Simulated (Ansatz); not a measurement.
Stretching the C2–H3 bond in C2H6Mg (SMILES [CH3][Mg][CH3]) (multiplicity 1 held, fragments rigid). Energies count from the point at 1.094 Å.
Geometry at that point (charge 0, multiplicity 1):
```xyz
9

Mg     0.00000     0.00000     0.00000
C      1.60711     0.25449    -1.31696
H      2.34393    -0.54844    -1.21843
H      2.13343     1.19696    -1.13802
H      1.27925     0.26304    -2.36086
C     -1.60711    -0.25449     1.31696
H     -2.18217    -1.15639     1.08639
H     -2.30289     0.58904     1.27635
H     -1.27155    -0.34421     2.35458
```

Restricted levels (R-, RO-) in cc, def2 and unpolarised 6-31G sets keep to the state of the molecule at rest. U- levels take the lowest unrestricted solution at each point, which mixes spins at long bonds. Active spaces are followed from a long bond inwards. Curves can end on different states.

Correlated levels freeze the cores.

Run with Ansatz (an electronic-structure program) with Gaussian orbitals. Values without a source in brackets are computed.

Energies in kcal/mol.

| R (Å) | R-HF/def2-SVP | U-CCSD/def2-SVP | SC-NEVPT2 on CASSCF(2,2)/def2-SVP | FIC-NEVPT4(SD) on CASSCF(2,2)/def2-SVP | FIC-MRCISD+Q on CASSCF(2,2)/def2-SVP |
|---|---|---|---|---|---|
| 0.875 | 30.9 | 32.5 | 33.3 | 32.7 | 32.6 |
| 0.985 | 6.2 | 7.0 | 7.4 | 7.1 | 7.1 |
| 1.094 | 0.0 | 0.0 | 0.0 | 0.0 | 0.0 |
| 1.204 | 3.8 | 3.1 | 2.6 | 2.9 | 3.0 |
| 1.313 | 12.9 | 11.3 | 10.4 | 11.0 | 11.1 |
| 1.477 | 30.6 | 27.6 | 26.1 | 26.9 | 27.1 |
| 1.641 | 49.5 | 44.7 | 42.6 | 43.5 | 43.7 |
| 1.915 | 78.7 | 70.5 | 66.4 | 67.3 | 67.5 |
| 2.188 | 103.3 | 89.3 | 83.5 | 84.3 | 84.5 |
| 2.517 | 127.1 | 101.5 | 96.0 | 96.7 | 96.9 |
| 2.954 | 151.2 | 106.3 | 103.6 | 104.2 | 104.4 |
| 3.501 | 173.0 | 107.4 | 106.4 | 107.0 | 107.2 |

Doubts at one or more of the structures used: a restricted determinant that unrestricted orbitals would lower (R-HF/def2-SVP); a spin-contaminated determinant (U-CCSD/def2-SVP); T1 above 0.05 (U-CCSD/def2-SVP); the program's own flag: other amplitudes (U-CCSD/def2-SVP).
